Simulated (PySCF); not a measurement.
## Electronic structure of Cd⁺ (cadmium, charge +1) at the TPSS level

Configuration: [Kr] 4d10 5p1, 2P determinant (an excited configuration). Computed with PySCF 2.14 in def2-TZVPPD with the def2 core potential (28 electrons) (6s4p3d2f1g, 56 functions), with a scalar-relativistic core potential.

- Total energy: -167.1727 hartree
- One-electron energy: -289.4564 hartree
- Hartree (Coulomb) energy: 137.3833 hartree
- Exchange-correlation energy: -15.0996 hartree
- ⟨S²⟩: 0.7519
- ⟨L²⟩: 2.007
- Sum of ⟨r⟩: 23.82 bohr
- Sum of ⟨r²⟩: 40.77 bohr²
- Traceless quadrupole moment −½Σ⟨3z² − r²⟩ along its main axis: -5.27 e·bohr²

```
shell  electrons  mean orbital energy (hartree)  spread (hartree)  rms radius, mean of both spins (bohr)
 4s α          1                       -4.37142                 0                                  0.941
 4s β          1                       -4.37078                 0                                  0.941
 4p α          3                       -2.91299           0.00927                                   1.03
 4p β          3                       -2.91221           0.01108                                   1.03
 4d α          5                       -0.80796           0.00929                                   1.39
 4d β          5                       -0.80368           0.01549                                   1.39
 5p α          1                       -0.31696                 0                                   3.65
```

Energies and moments cover only the electrons outside the core potential.
